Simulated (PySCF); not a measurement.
A species of formula C3H9NSi has this rotational fingerprint, computed with PBE0-D3(BJ)/def2-SVP geometry optimisation, gas phase in PySCF 2.14.0:

- Rotational constants: A = 9868, B = 1785, C = 1648 MHz
- Dipole components: |μa| = 2.01 D, |μb| = 0.80 D, |μc| = 0.53 D
- Inertial defect: -27.69 u·Å²
- κ: -0.97

Task: Which candidate fits, each taken in the one conformer that was computed?
A. `[SiH3:1][NH:2][CH:3]1[CH2:4][CH2:5]1` with Si1–N2–C3–C4 -137°
B. `[CH3:1][CH2:2]/[CH:3]=[N:4]\[SiH3:5]` with C1–C2–C3–N4 125°
C. `[CH2:1]1[CH2:2][NH:3][SiH2:4][CH2:5]1` with C5–C1–C2–N3 42°, C1–C2–N3–Si4 -27°, C2–N3–Si4–C5 5°, N3–Si4–C5–C1 18°

Result: B. It is CC/C=N\[SiH3], a near-prolate asymmetric top, point group C1. The candidates at the same level (rigid rotor, commonest isotopes):

```
       SMILES  A (MHz)  B (MHz)  C (MHz)  μa (D)  μb (D)  μc (D)  Δ (u·Å²)  point group                        rotor
 C1CN[SiH2]C1     5932     4270     2753    0.84    0.36    0.33    -19.99           C1               asymmetric top
CC/C=N\[SiH3]     9868     1785     1648    2.01    0.80    0.53    -27.69           C1  near-prolate asymmetric top
 [SiH3]NC1CC1    10915     2132     1957    0.71    0.77    0.31    -25.07           C1  near-prolate asymmetric top
```

`C1CN[SiH2]C1` has B 139 % too high; `[SiH3]NC1CC1` has B 19 % too high. No structure here is proved a minimum.
